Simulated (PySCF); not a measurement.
H3O3P, SMILES OP(O)O.

The structure is a stationary point at B3LYP-D3(BJ)/def2-SVP. The values are those of a single conformer.

Level of theory: PySCF with r2SCAN/def2-TZVPD.

The molecule is in vacuum.

The total energy is -568.88876 hartree. The point group is C3. The highest occupied level is -6.11 eV, the lowest empty level comes out as -0.24 eV and the orbital gap comes out as 5.87 eV. The dipole moment is 2.22 D and the quadrupole, principal values (traceless, Buckingham form, about the centre of nuclear charge) is -8.68, 4.34, 4.34 D·Å. The mean static polarisability is 42.4 bohr³ (6.28 Å³). The polarisability, principal values is 37.6, 44.7, 44.7 bohr³.
